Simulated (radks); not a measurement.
Task: The table gives one normalised radial function P(r) = r R(r) of Al0.6+ in [Ne] 3s2 3p(up 0.4, down 0) (r in bohr). Method: non-relativistic Kohn-Sham, r2SCAN, spin-polarised, spherical densities, point nucleus; meta-GGA in the generalised Kohn-Sham scheme; computed with a radial shooting solver on a logarithmic mesh with Libxc functionals.

r,P
0.009287,0.0506
0.01047,0.0561
0.0119,0.0626
0.01353,0.0696
0.01525,0.0766
0.01733,0.0846
0.0197,0.0931
0.02221,0.1014
0.02524,0.1105
0.02869,0.1196
0.03235,0.1280
0.03677,0.1364
0.04179,0.1439
0.04711,0.1497
0.05355,0.1539
0.06086,0.1555
0.06862,0.1539
0.07799,0.1481
0.08864,0.1372
0.09994,0.1218
0.1136,0.0990
0.1291,0.0695
0.1456,0.0355
0.1654,-0.0071
0.188,-0.0553
0.212,-0.1038
0.2409,-0.1565
0.2738,-0.2068
0.3088,-0.2479
0.3509,-0.2810
0.3988,-0.2983
0.4497,-0.2964
0.5111,-0.2719
0.5809,-0.2225
0.655,-0.1539
0.7444,-0.0593
0.846,0.0526
0.9539,0.1669
1.084,0.2927
1.232,0.4163
1.389,0.5216
1.579,0.6126
1.795,0.6717
2.023,0.6930
2.3,0.6781
2.614,0.6270
2.947,0.5524
3.35,0.4542
3.807,0.3492
4.292,0.2553
4.878,0.1694
5.545,0.1031
6.251,0.0593
7.105,0.0297
8.075,0.0132
9.105,0.0055
10.35,0.0019

Which n and l does it have? It may be an empty orbital.

Result: n = 3, l = 0: the number of nodes gives n - l - 1 = 2, the rise at small r (about r^(l+1)) gives l, and the extent must fit the shell. The curve is that of 3s down; the table hardly tells the two spins apart. 3s down: eigenvalue -11.703 eV, 2 radial nodes at r = 0.162, 0.798 bohr, <r> = 2.46 bohr, 90 % of the charge inside 3.72 bohr.
